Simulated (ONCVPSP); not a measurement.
## Ru (Z = 44): one change to an ONCV potential, before and after

* Element: ruthenium (Ru)
* Generator: ONCVPSP 4.0.1
* Type: optimised norm-conserving Vanderbilt (ONCV)
* Functional: PBE
* Relativity: scalar-relativistic
* Frozen core: [Ar] 3d10 4s2
* Valence charge: 14
* Reference configuration: 4p6 4d7.5 5s0.5
* Partial waves: 5s: rc 2.30 bohr, ncon 4, nbas 8, qcut 2.5 1/bohr, 2 projectors, debl 2 Ha; 4p: rc 1.25 bohr, ncon 3, nbas 6, qcut 6.3 1/bohr, 2 projectors, debl 1.7 Ha; 4d: rc 1.85 bohr, ncon 4, nbas 8, qcut 9.4 1/bohr, 2 projectors, debl 0.7 Ha
* Local potential: polynomial inside 1.15 bohr (lpopt 5, dvloc0 0 Ha)
* Core correction: Teter function, fcfact 3.5, rcfact 1.25

Change: s: qcut 1.6; p: qcut 4.1; d: qcut 6.2.

Cutoffs: the cutoffs (Ha) at which the residual kinetic energy of the hardest occupied pseudo-wave falls to 1 and 0.1 mHa per electron; they do not see the model core or the augmentation charge, which bear on the density cutoff. Errors are all-electron minus pseudo energies relative to the spin-unpolarised reference configuration.

**Question.** What does the change do?

**Answer.** The potential gets softer (38 Ha and 83 Ha → 26 Ha and 68 Ha); both files keep a bound ghost (s); of the 4 tests that both files solve, the error grows in 0 and shrinks in 2 by more than 15 % and 0.3 meV (median size 9.1 → 4.1 meV).

```tsv
quantity	base	changed
cutoff, loose	38 Ha	26 Ha
cutoff, tight	83 Ha	68 Ha
loose cutoff by channel	s 3.0 Ha, p 38 Ha, d 25 Ha	s 8.4 Ha, p 26 Ha, d 18 Ha
bound ghosts	s	s
GHOST(+) flags under 300 eV	none	s at 99.0 eV
error for 4p6 4d7 5s1, meV [ΔE 0.32 eV]	-4.6	-2.0
error for 4p6 4d7 5s0, meV [ΔE 7.61 eV]	+0.7	+0.7
error for 4p6 4d6 5s0, meV [ΔE 25.80 eV]	+14	+13
error for 4p6 4d6 5s1 5p1, meV [ΔE 5.97 eV]	-22	-6.1
s: phases at 2.34 bohr within 0.05 rad from the reference energy up to (Ha; the scan ends near 5)	2.9	2.9
p: phases at 1.27 bohr within 0.05 rad from the reference energy up to (Ha; the scan ends near 5)	to the end of the scan	to the end of the scan
d: phases at 1.88 bohr within 0.05 rad from the reference energy up to (Ha; the scan ends near 5)	to the end of the scan	to the end of the scan
rms error of d²Exc/dni dnj with the model core, mHa	1.48	1.47
```

 A true bound ghost makes a file unfit for plane-wave use even where its test errors are small: the radial tests pick states by their node count and pass the ghost by.
